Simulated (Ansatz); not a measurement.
Reaction (ligand exchange at the Si–O bond): `O[SiH2][SiH](O)F` + H–F → `O[SiH2][SiH](F)F` + H₂O

Gas-phase electronic energies from Ansatz, PBE0-D4/def2-TZVP geometries. CBS: MP2 limit from def2 TZ/QZ plus the TZ coupled-cluster correction, frozen cores. This one scheme is used for every species. DFT in def2-TZVPP. B3LYP here is the variant with VWN-RPA as its local correlation; programs differ in this. Each species was taken in one conformer, which may not be the lowest.

`O[SiH2][SiH](O)F`:

Cartesian coordinates in Å:
```
O -1.501 -0.481 0.813
Si -0.447 0.801 0.700
Si 1.083 -0.078 -0.854
O 0.849 -1.697 -0.834
F 0.760 0.529 -2.300
H -2.274 -0.395 1.373
H 0.174 1.103 2.022
H -1.145 2.037 0.247
H 2.524 0.167 -0.621
H -0.022 -1.985 -0.547
```

H–F:

Z-matrix (Å, degrees):
```
F
H 1 0.920
```

`O[SiH2][SiH](F)F`:

Z-matrix (Å, degrees):
```
Si
Si 1 2.355
O 1 1.648 2 111.2
H 1 1.492 2 107.2 3 -123.1
H 1 1.482 2 110.7 3 118.3
F 2 1.594 1 111.1 3 -68.0
F 2 1.599 1 107.6 3 48.2
H 2 1.484 1 116.7 3 168.8
H 3 0.958 1 118.0 2 -52.9
```

H₂O:

```xyz
3

O     0.059   -0.050   -0.381
H    -0.199    0.757    0.068
H     0.140   -0.707    0.313
```

| level | ΔE (kJ/mol) | difference from CCSD(T)/CBS |
| --- | --- | --- |
| PBE-D4 | -33.6 | 1.2 |
| PBE0-D4 | -33.0 | 1.8 |
| B3LYP-D4 | -36.4 | -1.6 |
| ωB97X-V | -35.5 | -0.7 |
| ωB97M-V | -34.7 | 0.1 |
| B2PLYP | -37.4 | -2.6 |
| PBE | -36.0 | -1.2 |
| r2SCAN | -37.1 | -2.3 |
| PBE0 | -35.1 | -0.3 |
| B3LYP | -40.4 | -5.6 |
| HF/def2-TZVPP | -43.7 | -8.9 |
| MP2/def2-TZVPP | -31.8 | 3.0 |
| CCSD/def2-TZVPP | -35.2 | -0.4 |
| CCSD(T)/def2-TZVPP | -33.5 | 1.3 |
| HF/def2-QZVPP | -45.8 | -11.0 |
| MP2/CBS(def2) | -33.1 | 1.7 |
| CCSD(T)/CBS | -34.8 | 0 |

Largest T1 diagnostic among the species: 0.012.

In def2-TZVPP, CCSD(T) changes the Hartree–Fock value by +10.1 kJ/mol (the triples alone add +1.6 kJ/mol) and MP2 by +11.9 kJ/mol. The D4 term adds +4.0 kJ/mol with B3LYP and +2.1 kJ/mol with PBE0; it sums over pairs of atoms, weighted by their polarisabilities, and B3LYP, whose exchange is more repulsive, gets the larger term.

CCSD(T)/CBS has its own doubt, a few kJ/mol and more with outer-core shells, so smaller differences from it don't rank the levels.
